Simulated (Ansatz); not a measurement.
CH4OSSi can be A, `O=C([SiH3])S`, or B, `SC1O[SiH2]1`.

Gas-phase electronic energies from Ansatz, PBE0-D4/def2-TZVP geometries. CCSD(T)/CBS is the MP2 limit (def2-TZVPP, def2-QZVPP) plus CCSD(T) − MP2 in def2-TZVPP, frozen cores. Functionals use def2-TZVPP. Each species was taken in one conformer, which may not be the lowest.

A:

```xyz
8

O    -1.3049   -1.1111    0.6170
C    -0.2502   -0.5938    0.3658
Si   -0.1457    1.0236   -0.6770
S     1.3186   -1.2450    0.9157
H     1.2707    1.4383   -0.8310
H    -0.7567    0.7325   -1.9954
H    -0.9233    2.0585    0.0445
H     0.7914   -2.3029    1.5605
```

B:

Z-matrix (Å, degrees):
```
C
O 1 1.471
Si 1 1.812 2 59.7
S 1 1.769 2 117.1 3 -111.5
H 1 1.087 2 111.5 3 114.4
H 3 1.476 1 121.2 2 -101.5
H 3 1.478 1 121.6 2 100.3
H 4 1.347 1 97.7 2 -76.1
```

Task: Which isomer does CCSD(T)/CBS put lower? Give the gap. (Estimate.)

Result: Ansatz gave: A, by 4.2 kcal/mol.

Task: Give E(B) − E(A) in kcal/mol with B2PLYP, PBE0-D4, BLYP-D4, HF/def2-TZVPP, PBE-D4, CCSD/def2-TZVPP, CCSD(T)/def2-TZVPP. (Best estimate.)

Result: Computed: B2PLYP 7.2, PBE0-D4 5.1, BLYP-D4 11.4, HF/def2-TZVPP 9.3, PBE-D4 7.8, CCSD/def2-TZVPP 5.0, CCSD(T)/def2-TZVPP 5.7. None reverses the order clearly.

Task: Does the order hold for the free energy at 298.15 K (harmonic terms from PBE0-D4)? (Estimate.)

Result: The calculation gave: Yes: G(B) − G(A) = +7.5 kcal/mol, for one conformer each.

Largest T1 diagnostic: 0.017.

From BLYP to BHLYP (50 % exact exchange), in def2-TZVPP and without D4, E(B) − E(A) moves by −5.1 kcal/mol. At CCSD(T), def2-SVP lies +10.3 kcal/mol from the extrapolated value and def2-TZVPP +1.5 kcal/mol.
